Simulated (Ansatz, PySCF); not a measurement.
Noncovalent pair: H2S (SMILES S) (first 3 atoms) with GeH4 (SMILES [GeH4]); geometry from B3LYP-D3(BJ)/def2-TZVP, rigid monomers moved along the line of their centres of mass till S1···Ge4 is 4.44 Å.
(charge 0, multiplicity 1):
```xyz
8

S      0.1562    -0.3755    -0.3138
H      0.2778    -1.6336     0.1384
H     -1.1720    -0.3716    -0.1193
Ge    -0.0294     0.2790     4.0716
H     -0.1572     0.4294     5.5980
H     -1.0364    -0.7778     3.5921
H      1.3950    -0.1723     3.7239
H     -0.3344     1.6243     3.4009
```

Counterpoise-corrected where a basis set is named; no monomer relaxation.

Cores are frozen in the correlated methods. Filled d and f shells under p-block atoms count as core. CBS(a, b) extrapolates the correlation energy as X⁻³ and adds the Hartree–Fock energy of set b.

Run with Ansatz (Gaussian orbitals); PySCF for the dispersion terms. Values without a source in brackets are computed.

PBE/def2-TZVPPD gives -0.46 kcal/mol for the interaction energy.

**Question.** How do the other levels lie against it? Give each less PBE: PBE-D3(BJ)/def2-TZVPPD, r2SCAN/def2-TZVPPD, B3LYP/def2-TZVPPD, wB97M-V/def2-TZVPPD, MP2/CBS(def2-SVPD, def2-TZVPPD), CCSD(T)/CBS(def2-SVPD, def2-TZVPPD).

**Answer.** PBE-D3(BJ)/def2-TZVPPD -0.59; r2SCAN/def2-TZVPPD -0.12; B3LYP/def2-TZVPPD 0.50; wB97M-V/def2-TZVPPD -0.40; MP2/CBS(def2-SVPD, def2-TZVPPD) -0.36; CCSD(T)/CBS(def2-SVPD, def2-TZVPPD) -0.31 kcal/mol. 1 of 6 lie above PBE; the widest gap is to PBE-D3(BJ)/def2-TZVPPD.

Ansatz is an electronic-structure program.
